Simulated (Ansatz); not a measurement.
Reaction (ligand exchange at the Si–C bond): `C[SiH](N)CN` + CH₃OH → `CO[SiH](C)N` + CH₃NH₂

Program: Ansatz. Geometries: PBE0-D4/def2-TZVP. ΔE: electronic, gas phase. CCSD(T)/CBS is the MP2 limit (def2-TZVPP, def2-QZVPP) plus CCSD(T) − MP2 in def2-TZVPP, frozen cores. This one scheme is used for every species. Functionals use def2-TZVPP. B3LYP here is the variant with VWN-RPA as its local correlation; programs differ in this. One conformer a species, not always the lowest.

`C[SiH](N)CN`:

Z-matrix (Å, degrees):
```
C
Si 1 1.863
H 1 1.093 2 111.7
H 1 1.093 2 110.4 3 -119.8
H 1 1.092 2 110.1 3 121.0
N 2 1.732 1 107.5 3 -58.7
C 2 1.879 1 112.2 3 -175.7
H 2 1.498 1 109.7 3 65.4
H 6 1.008 2 119.6 1 172.0
H 6 1.008 2 118.7 1 32.5
N 7 1.458 2 109.7 1 59.8
H 7 1.104 2 109.0 1 -173.8
H 7 1.097 2 107.7 1 -59.4
H 11 1.013 7 110.1 2 52.5
H 11 1.012 7 111.7 2 172.1
```

CH₃OH:

Z-matrix (Å, degrees):
```
C
O 1 1.409
H 1 1.097 2 112.4
H 1 1.090 2 107.0 3 -118.5
H 1 1.097 2 112.4 3 123.0
H 2 0.959 1 108.5 3 -61.6
```

`CO[SiH](C)N`:

Z-matrix (Å, degrees):
```
C
O 1 1.405
H 1 1.092 2 108.6
H 1 1.097 2 111.6 3 -119.1
H 1 1.097 2 111.7 3 119.3
Si 2 1.650 1 123.3 3 -170.9
N 6 1.710 2 114.4 1 58.8
C 6 1.863 2 110.9 1 -62.1
H 6 1.482 2 102.2 1 177.2
H 7 1.006 6 123.2 2 64.0
H 7 1.005 6 122.6 2 -98.8
H 8 1.092 6 110.6 2 -51.5
H 8 1.094 6 111.5 2 68.3
H 8 1.092 6 110.8 2 -171.5
```

CH₃NH₂:

Z-matrix (Å, degrees):
```
C
N 1 1.453
H 1 1.092 2 109.4
H 1 1.100 2 115.4 3 -121.6
H 1 1.092 2 109.4 3 116.8
H 2 1.012 1 110.6 3 62.6
H 2 1.012 1 110.6 3 -179.3
```

```csv
level,ΔE (eV)
B3LYP-D4,-1.25
PBE0,-1.16
HF/def2-TZVPP,-1.41
CCSD/def2-TZVPP,-1.25
```

Task: What does CCSD(T)/CBS give? (An estimate is asked.)

Result: Computed: -1.23 eV. The listed levels differ from it by -0.02, 0.07, -0.18, -0.02 eV.

Largest T1 diagnostic among the species: 0.010.

In def2-TZVPP, CCSD(T) changes the Hartree–Fock value by +0.18 eV (the triples alone add +0.02 eV) and MP2 by +0.17 eV. From PBE to PBE0 (25 % exact exchange), in def2-TZVPP and without D4, ΔE moves by −0.04 eV.
